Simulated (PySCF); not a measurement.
SMILES C(=C/F)/CC, GFN2-xTB optimised geometry.

```
12

C      1.46    -0.93     0.00
C     -0.06    -0.93     0.00
C     -0.60     0.46     0.00
C     -1.45     0.95     0.89
F     -1.94     0.21     1.90
H      1.84    -1.95    -0.01
H      1.85    -0.41    -0.87
H      1.84    -0.44     0.89
H     -0.42    -1.45    -0.90
H     -0.44    -1.47     0.87
H     -0.26     1.12    -0.78
H     -1.85     1.95     0.90
```

Density from PBE0/def2-TZVP (PySCF) at that geometry.

Minimum of the electron density along straight lines between bonded atoms, close to the bond critical point (lines longer than 1.1 times the sum of covalent radii, or with two minima, are not listed):

```
bond    length / Å  ρ at the minimum / e bohr⁻³  ∇²ρ there / e bohr⁻⁵  position (fraction from the first atom)
------  ----------  ---------------------------  --------------------  ---------------------------------------
C1–C2        1.528                        0.243                 -0.60                                     0.50
C2–C3        1.495                        0.260                 -0.68                                     0.48
C3–C4        1.319                        0.363                 -1.14                                     0.47
C4–F5        1.347                        0.260                  0.00                                     0.33
C1–H6        1.087                        0.280                 -0.96                                     0.64
C1–H7        1.088                        0.279                 -0.95                                     0.64
C1–H8        1.088                        0.280                 -0.96                                     0.64
C2–H9        1.094                        0.277                 -0.94                                     0.64
C2–H10       1.091                        0.281                 -0.97                                     0.64
C3–H11       1.080                        0.285                 -1.01                                     0.64
C4–H12       1.080                        0.294                 -1.09                                     0.66
```
